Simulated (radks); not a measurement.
Numerical settings for the silver ion Ag+, [Kr] 4d10. Method: Dirac Kohn-Sham, PBE, spin-unpolarised, spherical densities, finite nucleus; Fermi nuclear charge, rms radius 4.5454 fm; computed with a radial shooting solver on a logarithmic mesh with Libxc functionals. The defaults (mesh step 0.008 in ln r, mesh end at 40 bohr or more with all orbitals vanishing there, Anderson mixing 0.5 over 9 steps, residual threshold near 1e-9 with the energy settled to 1e-9 hartree or 1e-11 of itself, here a cap of 75 iterations) give E = -5316.8455 hartree and 4d5/2 at -15.415 eV in 14 iterations. Run on one thread of a shared host, so times are rough (Arm Neoverse V2): 0.1 s of CPU time, 0.1 s wall, 14 iterations on 2259 mesh points. Changes against that run (0 stands for a change within the tolerance of the run):

setting                    iterations  converged  E (mhartree)  e(4d5/2) (meV)  CPU (s)
mesh step in ln r 0.08              5         no      diverged               -     0.01
mesh step in ln r 0.02             14        yes             0               0     0.05
mesh step in ln r 0.05             14        yes       +0.0651        -0.00816     0.02
mesh end (bohr) 3                  13        yes          +586        +7.8e+03     0.08
mesh end (bohr) 5                  14        yes         +11.3            +407     0.09
residual threshold 1e-13           26        yes             0               0     0.14
residual threshold 1e-16           75         no             0               0     0.26
mixing 0.01                        26        yes             0               0     0.16
linear mixing, mixing 0.8          75         no      +4.3e+03       -4.22e+04      0.8
linear mixing, mixing 0.5          30        yes             0               0     0.17
mixing history 20                  17        yes             0               0     0.12
iteration cap 5                     5         no        +0.124            +246     0.05

Settings that end as converged yet miss the energy by more than 1 mhartree: mesh end (bohr) 3 (+0.586 hartree); mesh end (bohr) 5 (+0.0113 hartree). A mesh that ends early acts as a hard wall.
